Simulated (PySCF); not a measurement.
C$_{5}$H$_{9}$NO (SMILES CN1CCCC1=O), singlet, geometry from GFN2-xTB, with bond 8-1 at 1.3 times its length; B3LYP/3-21G in PySCF.

PySCF was given this input:
```python
from pyscf import gto, scf, dft

mol = gto.Mole()
mol.atom = '''
    C     2.107180   -0.105670    0.050773
    N     0.692705    0.089059   -0.093321
    C     0.149971    0.980337   -1.089728
    C    -1.327529    1.098491   -0.698834
    C    -1.602510   -0.196793    0.063249
    C    -0.235410   -0.624307    0.579633
    O    -0.002578   -1.456745    1.426920
    H     2.745330    1.113014    0.405470
    H     2.545651   -0.478338   -0.879293
    H     2.258991   -0.839120    0.841187
    H     0.270135    0.549606   -2.093712
    H     0.670244    1.942236   -1.066160
    H    -1.468409    1.955254   -0.039294
    H    -1.971587    1.223546   -1.566887
    H    -2.308870   -0.081116    0.882469
    H    -1.972743   -0.985648   -0.594598
'''
mol.basis = '3-21g'
mol.charge = 0
mol.spin = 0
mol.verbose = 4
mol.build()

mf = dft.RKS(mol)
mf.xc = 'b3lyp'
mf.conv_tol_grad = 1e-3
mf.kernel()
```

Output, abridged:

```
PySCF version 2.14.0

[INPUT] verbose = 4
[INPUT] num. atoms = 16
[INPUT] num. electrons = 54
[INPUT] charge = 0
[INPUT] spin (= nelec alpha-beta = 2S) = 0
[INPUT] symmetry False subgroup None
[INPUT] Mole.unit = angstrom
[INPUT] Symbol           X                Y                Z      unit          X                Y                Z       unit  Magmom
[INPUT]  1 C      2.107180000000  -0.105670000000   0.050773000000 AA    3.981993095161  -0.199687359583   0.095947064523 Bohr   0.0
[INPUT]  2 N      0.692705000000   0.089059000000  -0.093321000000 AA    1.309022735117   0.168297118928  -0.176351131671 Bohr   0.0
[INPUT]  3 C      0.149971000000   0.980337000000  -1.089728000000 AA    0.283404116627   1.852568439778  -2.059287470270 Bohr   0.0
[INPUT]  4 C     -1.327529000000   1.098491000000  -0.698834000000 AA   -2.508666232418   2.075847140300  -1.320604866534 Bohr   0.0
[INPUT]  5 C     -1.602510000000  -0.196793000000   0.063249000000 AA   -3.028305011877  -0.371884873232   0.119523287653 Bohr   0.0
[INPUT]  6 C     -0.235410000000  -0.624307000000   0.579633000000 AA   -0.444860426984  -1.179769247649   1.095347622760 Bohr   0.0
[INPUT]  7 O     -0.002578000000  -1.456745000000   1.426920000000 AA   -0.004871713949  -2.752849083330   2.696488001664 Bohr   0.0
[INPUT]  8 H      2.745330000000   1.113014000000   0.405470000000 AA    5.187921821552   2.103291632807   0.766227251727 Bohr   0.0
[INPUT]  9 H      2.545651000000  -0.478338000000  -0.879293000000 AA    4.810583198725  -0.903927814972  -1.661622953247 Bohr   0.0
[INPUT] 10 H      2.258991000000  -0.839120000000   0.841187000000 AA    4.268874307857  -1.585706985645   1.589613049545 Bohr   0.0
[INPUT] 11 H      0.270135000000   0.549606000000  -2.093712000000 AA    0.510481166659   1.038604816418  -3.956542263715 Bohr   0.0
[INPUT] 12 H      0.670244000000   1.942236000000  -1.066160000000 AA    1.266577596633   3.670294109271  -2.014750404966 Bohr   0.0
[INPUT] 13 H     -1.468409000000   1.955254000000  -0.039294000000 AA   -2.774890848846   3.694894563960  -0.074254898339 Bohr   0.0
[INPUT] 14 H     -1.971587000000   1.223546000000  -1.566887000000 AA   -3.725759460753   2.312166840807  -2.960987298141 Bohr   0.0
[INPUT] 15 H     -2.308870000000  -0.081116000000   0.882469000000 AA   -4.363131957225  -0.153287024320   1.667624723419 Bohr   0.0
[INPUT] 16 H     -1.972743000000  -0.985648000000  -0.594598000000 AA   -3.727943984153  -1.862604775225  -1.123627374214 Bohr   0.0

nuclear repulsion = 316.074528648314
number of shells = 53
number of NR pGTOs = 132
number of NR cGTOs = 81
basis = 3-21g
ecp = {}

******** <class 'pyscf.dft.rks.RKS'> ********
method = RKS
initial guess = minao
damping factor = 0
level_shift factor = 0
DIIS = <class 'pyscf.scf.diis.CDIIS'>
diis_start_cycle = 1
diis_space = 8
diis_damp = 0
SCF conv_tol = 1e-09
SCF conv_tol_grad = 0.001
SCF max_cycles = 50
direct_scf = True
direct_scf_tol = 1e-13
XC library pyscf.dft.libxc version 7.1.2
    S. Lehtola, C. Steigemann, M. J. T. Oliveira, and M. A. L. Marques,  SoftwareX 7, 1–5 (2018)
XC functionals = b3lyp
    P. J. Stephens, F. J. Devlin, C. F. Chabalowski, and M. J. Frisch,  J. Phys. Chem. 98, 11623 (1994)
radial grids:
    Treutler-Ahlrichs [JCP 102, 346 (1995); DOI:10.1063/1.469408] (M4) radial grids

becke partition: Becke, JCP 88, 2547 (1988); DOI:10.1063/1.454033
pruning grids: <function nwchem_prune>
grids dens level: 3
symmetrized grids: False
atomic radii adjust function: <function treutler_atomic_radii_adjust>
small_rho_cutoff = 0
Initial guess from minao.
tot grids = 186848
init E= -324.897203737635
  HOMO = -0.273472099448631  LUMO = -0.041914510534085  gap/eV = 6.30100
cycle= 1 E= -323.968377391947  delta_E= 0.929  |g|= 0.856  |ddm|= 3.89
  HOMO = -0.0445099677878744  LUMO = 0.0440859232217332  gap/eV = 2.41082
cycle= 2 E= -323.303156261734  delta_E= 0.665  |g|= 1.99  |ddm|= 3.44
  HOMO = -0.207049000832217  LUMO = 0.0470108174742263  gap/eV = 6.91332
cycle= 3 E= -324.11189063471  delta_E= -0.809  |g|= 0.193  |ddm|= 2.71
  HOMO = -0.233458442366594  LUMO = 0.0343516348982935  gap/eV = 7.28748
cycle= 4 E= -324.119570856771  delta_E= -0.00768  |g|= 0.0877  |ddm|= 0.32
  HOMO = -0.226877657457223  LUMO = 0.0375317669317567  gap/eV = 7.19495
cycle= 5 E= -324.121202145409  delta_E= -0.00163  |g|= 0.0228  |ddm|= 0.0975
  HOMO = -0.227326994763967  LUMO = 0.0388228680166942  gap/eV = 7.24231
cycle= 6 E= -324.121312864154  delta_E= -0.000111  |g|= 0.00562  |ddm|= 0.0251
  HOMO = -0.227215974574134  LUMO = 0.0389063519791004  gap/eV = 7.24156
cycle= 7 E= -324.121319515699  delta_E= -6.65e-06  |g|= 0.00134  |ddm|= 0.00638
  HOMO = -0.227363271803775  LUMO = 0.0387713414443196  gap/eV = 7.24189
cycle= 8 E= -324.121319902769  delta_E= -3.87e-07  |g|= 0.000262  |ddm|= 0.002
  HOMO = -0.227348650202553  LUMO = 0.0387821831130237  gap/eV = 7.24179
cycle= 9 E= -324.121319917858  delta_E= -1.51e-08  |g|= 4e-05  |ddm|= 0.000409
  HOMO = -0.227350129338948  LUMO = 0.0387805314879248  gap/eV = 7.24178
cycle= 10 E= -324.121319918233  delta_E= -3.75e-10  |g|= 1.76e-05  |ddm|= 6.15e-05
  HOMO = -0.227350929256509  LUMO = 0.0387802204622831  gap/eV = 7.24180
Extra cycle  E= -324.12131991818  delta_E= 5.29e-11  |g|= 2.3e-05  |ddm|= 3.94e-05
converged SCF energy = -324.12131991818
```
